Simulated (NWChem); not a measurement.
## Correlation energy of C3H3

SMILES: C(=[CH])=C
```xyz
6

C      0.0000     0.0000     1.2582
C      0.0000     0.0000    -0.1143
C      0.0000     0.0000    -1.3469
H      0.9390     0.0000     1.8192
H     -0.9390     0.0000     1.8192
H      0.0000     0.0000    -2.4204
```
Charge 0, spin multiplicity 2.

All runs are NWChem calculations. The geometry was optimised at UB3LYP/def2-SVP, a minimum by its harmonic frequencies.

Basis set: cc-pVDZ. Each correlation energy counts from its own Hartree-Fock reference.

The correlated methods keep 3 core orbitals frozen. The structure started from a generated list of species. The unpaired electrons of the parent sit in orbitals of symmetry b2 (C2v labels of the run); other states weren't searched. The stability of the SCF solutions was not checked. Open-shell Hartree-Fock references start from PBE0 orbitals. Coupled-cluster values serve here as a point of comparison, not as the truth.

| method | correlation energy (mHa) | remark |
|---|---|---|
| URI-MP2 | -345.5 | spin-contaminated |
| CCSD[T] on UHF | ? | spin-contaminated |
| CCSD(T) on ROHF | -423.1 | - |
| CCSD[T] on ROHF | -423.7 | - |
| CCSD(T) on UHF | ? | spin-contaminated |
| SCS-UMP2 | -339.2 | spin-contaminated |
| CCSD on ROHF | ? | - |
| CCSD on UHF | ? | spin-contaminated |
| UMP2 | -345.5 | spin-contaminated |

Question: Complete the blanks.

Answer: 
- CCSD[T] on UHF, correlation energy (mHa): -405.4
- CCSD(T) on UHF, correlation energy (mHa): -404.3
- CCSD on ROHF, correlation energy (mHa): -406.5
- CCSD on UHF, correlation energy (mHa): -389.2
